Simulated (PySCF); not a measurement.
CH₂O, SMILES [H]/[C-]=[O+]/[H].

Geometry: ωB97X-D3(BJ)/def2-TZVPD.

Method: PBE/def2-TZVPD run with PySCF.

Gas-phase values at a fixed geometry.

Computed frontier levels, gap, dipole moment and polarisability:
```yaml
highest_occupied_level: -5.03 eV
lowest_empty_level: -2.85 eV
orbital_gap: 2.18 eV
dipole_moment: 1.79 D
quadrupole, principal values (traceless, Buckingham form, about the centre of nuclear charge): -6.16, 0.35, 5.81 D·Å
mean_static_polarisability: 21.5 bohr³ (3.19 Å³)
polarisability_principal_values: 17.7, 21.6, 25.2 bohr³
```
